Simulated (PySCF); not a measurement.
InH₄⁻ (singlet). Level of theory: PySCF, PBE0, basis In def2-TZVPD with ECP28, H def2-TZVPD (scalar-relativistic core potentials, no spin–orbit coupling, density fitting).

Harmonic bands of its minimum:

```tsv
ω (cm⁻¹)	IR (km/mol, summed over degenerate members)	degeneracy
607	1187	3
644	0.0	2
1562	2135	3
1626	0.0	1
```

Question: The central atom is In. Infer the point group and assign the bands.

Answer: Td. The modes span 2t2 + e + a1: 607 t2, 644 e, 1562 t2, 1626 a1. The computed geometry has In–H 1.786 Å (×4); H–In–H 109.5° (×6).

This need not be the most stable arrangement of these atoms. The lowest empty level of this anion is unbound, so it and the gap depend on the basis.
